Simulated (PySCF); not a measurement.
**Ba(CH3)2: one run**

Ba(CH3)2 (singlet). PySCF 2.14.0, RKS BP86, Ba x2c-SVPall, C x2c-SVPall, H x2c-SVPall; spin-free X2C-1e, Gaussian nucleus; density fitting; no spin-orbit coupling. Purpose: basis and core treatment x2c-SVP.

```python
mol = gto.M(atom='''
Ba    -0.71166    -1.48957     0.00025
C     -0.00023     0.00818     2.06941
H     -0.69013    -0.06228     2.94803
H      1.01798    -0.24005     2.46245
H      0.04085     1.08958     1.78907
C      0.00376    -0.00202    -2.07424
H     -0.77308     0.75509    -2.34919
H      0.92196     0.58773    -1.83079
H      0.23093    -0.56332    -3.01500''',
    basis={'Ba': 'x2c-SVPall', 'C': 'x2c-SVPall', 'H': 'x2c-SVPall'},
    nucmod='G',
    charge=0, spin=0)
mf = dft.RKS(mol, xc='B88,P86')
mf.grids.atom_grid = (99, 590)
mf = mf.density_fit()  # fitting sets: Ba AutoAux, C AutoAux, H AutoAux
mf = mf.sfx2c1e()
mf.conv_tol = 1e-08; mf.max_cycle = 55
mf.kernel(dm0)  # dm0: free metal ions and neutral atoms
mf.nuc_grad_method().kernel()
```

Run from Python with OMP_NUM_THREADS=2; the lines above give its settings. Where DIIS fails, smearing, a level shift and second-order steps follow.
It took 21 s on 2 threads of Arm Neoverse V1 (shared host).

**Question.** Where do the frontier levels lie, over both spins?

**Answer.** HOMO -3.74 eV, LUMO -1.81 eV. 

**Question.** What are the Mulliken charges and spins?

**Answer.** 
```json
{"atom": "Ba1", "charge (e)": "0.945", "spin (e)": "0.000"}
{"atom": "C2", "charge (e)": "-0.597", "spin (e)": "0.000"}
{"atom": "H3", "charge (e)": "0.035", "spin (e)": "0.000"}
{"atom": "H4", "charge (e)": "0.038", "spin (e)": "0.000"}
{"atom": "H5", "charge (e)": "0.052", "spin (e)": "0.000"}
{"atom": "C6", "charge (e)": "-0.596", "spin (e)": "0.000"}
{"atom": "H7", "charge (e)": "0.039", "spin (e)": "0.000"}
{"atom": "H8", "charge (e)": "0.050", "spin (e)": "0.000"}
{"atom": "H9", "charge (e)": "0.035", "spin (e)": "0.000"}
```

**Question.** What forces act on the atoms (eV/Å)?

**Answer.** 
```
Ba   0.03  0.06  0.00
C   -0.04 -0.07 -0.05
H    0.02  0.03  0.02
H    0.00  0.02  0.02
H    0.00  0.00  0.02
C   -0.03 -0.08  0.05
H    0.01  0.01 -0.02
H    0.00  0.01 -0.02
H    0.01  0.03 -0.02
```
Forces carry noise of the integration grid, about 0.01 to 0.03 eV/Å.
